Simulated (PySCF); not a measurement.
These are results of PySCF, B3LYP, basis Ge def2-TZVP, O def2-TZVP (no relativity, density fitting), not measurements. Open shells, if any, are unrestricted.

**Question.** What shape and geometry does isolated singlet GeO₂ take (every ligand bound to Ge)?

**Answer.** Counting electrons, germanium keeps none of its valence electrons outside its bonds, so the VSEPR class is AX2 and the expected shape is linear (D∞h), as computed. The lowest minimum found is a singlet of D∞h symmetry with Ge–O 1.624 Å (×2); O–Ge–O 180.0°. Its harmonic wavenumbers are 205 (πu), 891 (σg+), 1068 (σu+) cm⁻¹ and its dipole moment is 0.00 D.
